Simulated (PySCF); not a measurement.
Open-shell species derived from `C=C1CC(C#N)(C#N)C1`. All by UKS B3LYP (pcH-1 on C H N) in PySCF, non-relativistic with spin–orbit coupling as a perturbation, on GFN2-xTB geometries; isolated species, one conformer each; SCF stability not tested. Couplings are magnitudes for isotopes of over 50 % abundance, averaged over nuclei equivalent by connectivity (but not across a short bond from an atom whose three angles sum to over 350°); populations are Mulliken's. The geometries weren't refined by DFT: couplings that depend on bond lengths, twists or pyramidal angles can differ widely from those at the functional's own minimum, by a factor of two or more for some ions and for spin on atoms past the first row.

```tsv
species	change	⟨S²⟩	g1	g2	g3	largest spin population on	largest couplings
C=C1[CH]C(C#N)(C#N)C1	H removed from sp3 C	0.777	2.0022	2.0027	2.0028	carbon bonded to C and 2 H (0.68)	1 × 1H 42 MHz, 1 × 1H 42 MHz, 1 × 1H 40 MHz, 2 × 1H 16 MHz
[CH]=C1CC(C#N)(C#N)C1	H removed from sp2 C	0.760	2.0018	2.0022	2.0026	carbon bonded to C and H (1.03)	2 × 1H 13 MHz, 2 × 1H 11 MHz, 1 × 1H 8 MHz
```

(1) Predict the same entries for `[CH2+][C]1CC(C#N)(C#N)C1` [radical] (charge +1) (electron removed).

(2) Which has the highest and which the lowest g_iso, and which the widest g anisotropy?

(3) How many first-order lines does each doublet give under fast tumbling, over what width, and where is its centre at 9.5 GHz?

Answers

(1) ⟨S²⟩: 0.752; g1: 2.0021; g2: 2.0026; g3: 2.0037; largest spin population on: carbon bonded to C and 2 H (0.61); largest couplings: 4 × 1H 93 MHz, 2 × 1H 41 MHz. The Mulliken spin populations are largest on C1 (+0.61) and C2 (+0.31). The angles at C1 add up to 360.0°, so it is planar; its axial dipolar tensor and the negative couplings of its protons fit spin in a p orbital normal to that plane. (Numbering: [CH2+:1][C:2]1[CH2:3][C:4]([C:5]#[N:6])([C:7]#[N:8])[CH2:9]1 (hydrogens: H10, H11 on C1; H12, H13 on C3; H14, H15 on C9).)

(2) Highest: [CH2+][C]1CC(C#N)(C#N)C1 (charge +1 and doublet state) (2.0028, largest spin population on carbon bonded to C and 2 H). Lowest: [CH]=C1CC(C#N)(C#N)C1 (2.0022, largest spin population on carbon bonded to C and H). Widest: [CH2+][C]1CC(C#N)(C#N)C1 (charge +1 and doublet state), g3 − g1 = 0.0017, which alone would spread the powder pattern at 94 GHz over 2.8 mT.

(3) 
| species | lines | width (mT) | centre (mT) |
| --- | --- | --- | --- |
| [CH2+][C]1CC(C#N)(C#N)C1 (charge +1 and doublet state) | 15 | 16.2 | 338.90 |
| C=C1[CH]C(C#N)(C#N)C1 | 24 | 5.6 | 338.94 |
| [CH]=C1CC(C#N)(C#N)C1 | 18 | 2.0 | 339.01 |

Splittings under 0.05 mT aren't counted.

The drawing needn't show where the spin sits: the atom drawn as the radical centre holds a spin population of 0.31 in [CH2+][C]1CC(C#N)(C#N)C1 (charge +1 and doublet state).
